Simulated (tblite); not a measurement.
Compound: C9H7P2 (charge -1).
Cartesian coordinates in Å at the GFN2-xTB level; atoms count from 1:
```
atom  x, y, z in Å
C1    -3.0286    0.7133   -0.5762
C2    -2.5964   -0.5967   -0.7252
C3    -1.2619   -0.9126   -0.5938
C4    -0.3023    0.0694   -0.3118
C5     1.0955   -0.2590   -0.1849
P6     1.6786   -1.9116   -0.3386
C7     3.3390   -1.4808   -0.0843
C8     3.6310   -0.1552    0.1281
P9     2.3134    0.9723    0.1245
C10   -0.7610    1.3856   -0.1635
C11   -2.0960    1.7004   -0.2920
H12   -4.0776    0.9616   -0.6804
H13   -3.3148   -1.3772   -0.9487
H14   -0.9264   -1.9352   -0.7109
H15    4.1085   -2.2458   -0.0965
H16    4.6457    0.1919    0.2944
H17   -0.0345    2.1583    0.0541
H18   -2.4211    2.7276   -0.1708
```

Computed with GFN2-xTB (tblite): harmonic, unscaled wavenumbers at the GFN2-xTB geometry, gas phase. The method is semi-empirical: single wavenumbers can be off by several per cent or more. One conformer, not necessarily the lowest.

Harmonic wavenumbers (cm⁻¹): 27.9, 91.0, 138.2, 194.4, 284.8, 347.8, 359.2, 366.9, 389.9, 482.2, 500.5, 584.1, 598.2, 644.1, 653.1, 694.3, 747.5, 797.6, 835.2, 862.6, 864.8, 888.5, 916.5, 917.2, 926.7, 984.8, 1004.7, 1081.8, 1089.8, 1120.0, 1181.2, 1192.2, 1272.2, 1280.4, 1299.3, 1334.9, 1378.4, 1437.5, 1470.0, 1560.5, 1590.9, 2975.9, 2992.8, 3018.7, 3022.2, 3040.5, 3051.0, 3054.8.

A = 2107, B = 566.4, C = 446.4 MHz; mass 177.002 u (most abundant isotopes); point group C2v, symmetry number 2.

Task: What is the zero-point energy?

Result: Half the sum of the wavenumbers: 27774 cm⁻¹ = 79.41 kcal/mol.

Task: What is S at 350 K and 1 bar for an ideal gas of classical rigid rotors and harmonic oscillators?

Result: Translation 42.24, rotation 29.88, vibration 31.46: S = 103.6 cal/(mol K).

Task: And Cp and H(350 K) − H(0)?

Result: Cp = 44.88 cal/(mol K), of which vibrations give 36.93 (their classical limit is 48 R = 95.4); H(350 K) − H(0) = 8.74 kcal/mol without the zero-point energy, 5.96 from vibrations.

Task: Which modes carry the vibrational entropy at 350 K?

Result: 27.9 cm⁻¹: 6.29; 91.0 cm⁻¹: 3.95; 138.2 cm⁻¹: 3.14; 194.4 cm⁻¹: 2.48; 284.8 cm⁻¹: 1.78; 347.8 cm⁻¹: 1.44 cal/(mol K); the other 42 give 12.37 together.

Task: Blend soft modes into free rotors: weight 1/[1 + (100 cm⁻¹/ν̃)⁴] for the oscillator and the rest for a rotor with moment μB/(μ + B), μ = h/(8π²ν), B = 10⁻⁴⁴ kg m². What vibrational entropy results?

Result: 28.87 cal/(mol K) in place of 31.46, which changes −T·S at 350 K by +0.91 kcal/mol.

Task: What must be added to the electronic energy to get the Gibbs energy at 350 K and 1 bar?

Result: ZPE + [H(350 K) − H(0)] − T·S = 79.41 + 8.74 − 36.25 = 51.90 kcal/mol.

Hindered rotation and anharmonicity are outside this model. Other conformers, if any are populated, would add a mixing term that is left out.
